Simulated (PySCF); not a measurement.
# Run times: chromium in cc-pVDZ

Measured wall times of calculations with PySCF 2.14 in cc-pVDZ (6s5p3d1f, 43 functions), with no relativity, point nucleus, run from one Python driver. Hardware: 1 thread of Neoverse-V2 on a shared host, 1.3 GiB allowed. The two-electron integrals over 43 functions were computed once and kept in memory (0.52 CPU seconds with the set-up); the times below exclude them. Kohn-Sham runs start from converged Hartree-Fock orbitals.

Launch command (the driver calls PySCF for each step listed in the task file):

```bash
OMP_NUM_THREADS=1 python atomrun2.py TASK.json OUT
```

```csv
species,step,iterations,wall time (s)
Cr [Ar] 3d5 4s1,UHF,1,0.11
Cr [Ar] 3d5 4s1,TPSS,6,1.6
Cr [Ar] 3d5 4s1,MP2 (6 electrons),,0.01
Cr⁺ [Ar] 3d5,UHF,2,0.09
Cr⁺ [Ar] 3d5,TPSS,6,1.5
Cr⁺ [Ar] 3d5,M06-L,5,1.2
Cr⁺ [Ar] 3d5,MP2 (5 electrons),,0.01
```

Task: Roughly how long does M06-L take for Cr [Ar] 3d5 4s1 here?

Result: About 3.1 s.

Peak memory of the process: 0.22 GiB. Times on a shared host vary from run to run.
